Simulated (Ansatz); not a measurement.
Al4H7⁻, relaxed as a singlet with RKS PBE0-D4/def2-SVPD in Ansatz, starting from the GFN1-xTB geometry. Force threshold 0.02 eV/Å.

The structure comes from a short search, and lower isomers may exist.

Start:

```xyz
11

Al    0.539    0.787    0.722
Al    0.081   -1.503   -3.290
Al   -0.460    0.415   -1.756
Al   -0.355   -0.216    2.872
H    -1.512    0.704    3.415
H     0.716    0.397   -3.587
H     1.601   -0.267   -0.411
H    -0.823   -1.652    2.435
H     0.926   -0.226    3.789
H    -1.615   -0.588   -3.715
H     0.901    2.149   -0.473
```

| step | energy (eV) | largest force component (eV/Å) | SCF passes |
| --- | --- | --- | --- |
| 1 | -26478.8932 | 2.020 | 15 |
| 2 | -26479.7760 | 0.432 | 19 |
| 3 | -26479.9873 | 0.292 | 19 |
| 4 | -26480.1430 | 0.265 | 20 |
| 5 | -26480.2740 | 0.432 | 20 |
| 6 | -26480.4084 | 0.388 | 20 |
| 7 | -26480.5518 | 0.298 | 20 |
| 8 | -26480.6889 | 0.298 | 20 |
| 9 | -26480.7916 | 0.147 | 18 |
| 10 | -26480.8247 | 0.249 | 18 |
| 11 | -26480.8713 | 0.122 | 18 |
| 12 | -26480.8802 | 0.148 | 20 |
| 13 | -26480.9039 | 0.104 | 18 |
| 14 | -26480.9046 | 0.134 | 19 |
| 15 | -26480.9130 | 0.053 | 19 |
| 16 | -26480.9142 | 0.028 | 15 |
| 17 | -26480.9150 | 0.020 | 18 |
| 18 | -26480.9153 | 0.025 | 18 |
| 19 | -26480.9153 | 0.012 | 19 |

Force components are those of the run's own axes.

End:

```
atom   x (Å)   y (Å)   z (Å)
 Al1   0.000   0.051   0.502
 Al2   0.141  -0.348  -4.501
 Al3  -0.032  -0.390  -1.927
 Al4  -0.236  -0.092   3.128
  H5  -1.319   1.064   3.476
  H6   1.290  -0.266  -3.106
  H7   1.272  -0.010  -0.645
  H8  -0.744  -1.597   3.444
  H9   1.263   0.227   3.658
 H10  -0.813   0.523  -3.242
 H11  -0.823   0.838  -0.787
```

Bonds formed: Al2–H6, Al2–H10, Al3–H6, Al3–H10 (atoms count from 1).

No frequencies were taken in this run, so the end may be a saddle point.

It took 67 s on 4 threads of Arm Neoverse N1 on a shared host.
